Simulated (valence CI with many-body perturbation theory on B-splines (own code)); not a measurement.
## Cu XXV: what each term of the Hamiltonian does

Calculated by valence CI with perturbative core correlation (CI+MBPT): three valence electrons over a frozen Dirac-Fock core [He], a basis of 11 s, 11 p, 9 d, 7 f, 5 g, 2 h, 1 i functions for each j, with the one-electron correlation potential Σ1 (screened to all orders), the two-electron term Σ2, the three-electron term Σ3, Breit, model QED; selected single and double excitations, second order for the rest (own B-spline code, finite nucleus).

No measured spectrum was set against this ion. As an estimate, levels of excited configurations hold to 0.05 to 0.15 % of their energy, terms of the ground configuration to about 0.5 %.

Each rung adds one term. CI alone is the Dirac-Coulomb CI over the frozen core; QED comes last and gives the full result, which names the levels. Energies are above 2s2 2p 2P°_1/2 on the same rung, in Ry.

Names give the largest LS component (configuration and term), which can be under half, so a name can repeat, a term be missing and a line seem to break the LS rules; names also repeat where a configuration has a term twice.

```tsv
Level	CI alone
2s2 2p 2P°_3/2	1.79
2s 2p2 4P_1/2	4.44
2s 2p2 4P_3/2	5.37
2s 2p2 4P_5/2	6.13
2s 2p2 2D_3/2	8.30
2s 2p2 2D_5/2	8.81
2s 2p2 2P_1/2	9.26
2s 2p2 2S_1/2	11.15
2s 2p2 2P_3/2	11.32
2p3 4S°_3/2	13.91
2p3 2D°_3/2	15.46
2p3 2D°_5/2	15.98
2p3 2P°_1/2	17.40
2p3 2P°_3/2	18.48
2s2 3s 2S_1/2	94.95
2s2 3p 2P°_1/2	96.83
```

**Question.** What do these energies become with core correlation, Breit and QED?

**Answer.** 2s2 2p 2P°_3/2 1.74 (-0.048); 2s 2p2 4P_1/2 4.42 (-0.022); 2s 2p2 4P_3/2 5.32 (-0.051); 2s 2p2 4P_5/2 6.03 (-0.101); 2s 2p2 2D_3/2 8.22 (-0.081); 2s 2p2 2D_5/2 8.70 (-0.108); 2s 2p2 2P_1/2 9.22 (-0.050); 2s 2p2 2S_1/2 11.07 (-0.084); 2s 2p2 2P_3/2 11.19 (-0.127); 2p3 4S°_3/2 13.79 (-0.117); 2p3 2D°_3/2 15.34 (-0.115); 2p3 2D°_5/2 15.82 (-0.168); 2p3 2P°_1/2 17.28 (-0.113); 2p3 2P°_3/2 18.32 (-0.166); 2s2 3s 2S_1/2 94.89 (-0.061); 2s2 3p 2P°_1/2 96.77 (-0.062).

**Question.** How does the ionisation energy move along the ladder, and which term matters most?

**Answer.** CI alone 2309.0, + Σ1 2309.3, + Σ2 2309.3, + Σ3 2309.2, + Breit 2307.8, + QED 2307.8 eV. The largest step is Breit, -1.5 eV. NIST lists 2307.3 ± 1 eV (semi-empirical).
